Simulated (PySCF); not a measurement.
**Dipole response of Sm⁵³⁺ (samarium, charge +53)**

[He] 2s2 2p5, 2P determinant. Calculation: PySCF 2.14, in an uncontracted even-tempered set (17 s from 29 bohr⁻², ratio 2.2; 10 p from 37 bohr⁻², ratio 2.2; 6 d from 150 bohr⁻², ratio 2.4; 5 f from 230 bohr⁻², ratio 2.4; 4 g from 340 bohr⁻², ratio 2.4); no relativity, point nucleus. Coupled (time-dependent) response in atomic units; α is the mean over directions.

```json
{"method": "UHF", "mean α (bohr³)": "0.0002191", "α xx, yy, zz": "0.0005085, 7.437e-05, 7.437e-05", "C₆ (like pair)": "1.826e-06", "S(−4)": "1.074e-06"}
{"method": "PBE0", "mean α (bohr³)": "0.0002217", "α xx, yy, zz": "0.0005159, 7.462e-05, 7.462e-05", "C₆ (like pair)": "1.814e-06", "S(−4)": "1.234e-06"}
```

S(−4) is the Cauchy moment in α(ω) = α(0) + S(−4) ω² + …

Spin-orbit coupling is absent.

α(iu) at UHF:

```
u (hartree)  α(iu) (bohr³)
          0      0.0002191
       5.00      0.0001964
       10.0      0.0001571
       20.0      0.0001098
       30.0      9.146e-05
       40.0      8.320e-05
       50.0      7.863e-05
       75.0      7.235e-05
        100      6.805e-05
        150      6.018e-05
        250      4.530e-05
```

A single London oscillator, α(iu) = α/(1 + u²/ω²), gives C₆ = (3/4) ω α². Matching the computed C₆ needs ω = 4 × 1.826e-06 / (3 × 0.0002191²) = 50.7 hartree.

For an ion, C₆ is the dispersion term alone; charge-induced terms of lower order in 1/R come first.

The components differ because the open shell of this determinant is not spherical; for a pure term their mean is the scalar polarisability.

A non-relativistic calculation at this Z misses sizeable relativistic shifts. Spin-orbit coupling, absent here, splits the open shell strongly.
